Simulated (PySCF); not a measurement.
Ti(Cl)(OH)3 (ClH3O3Ti), SMILES [OH][Ti]([OH])([OH])[Cl], multiplicity 1. Geometry optimised at PBE-D3(BJ)/def2-SVP. The spin state was assumed, not searched. The structure was generated by enumeration; whether it is a known compound was not checked. One conformer was computed; it need not be the lowest.

All values below come from PySCF with PBE-D3(BJ)/def2-SVP.

Harmonic wavenumbers (cm⁻¹): 149, 150, 153, 191, 191, 250, 250, 281, 421, 455, 455, 471, 738, 790, 790, 3766, 3766, 3772. Rotational constants (GHz): 3.310, 1.970, 1.970; symmetry number 3.

### Question
Work out the zero-point energy and the ideal-gas rigid-rotor harmonic-oscillator thermochemistry at 298.15 K and 1 atm.

### Answer
ZPE = ½ Σ hcν = ½ × 17040 cm⁻¹ = 101.92 kJ/mol. H − E(el) = 127.09 kJ/mol. Entropy in J/(mol K): translation 169.86, rotation 106.42, vibration 89.08, total 365.36. G − E(el) = 18.15 kJ/mol. Cp = 126.03 J/(mol K). Modes under 150 cm⁻¹ make the vibrational entropy uncertain.
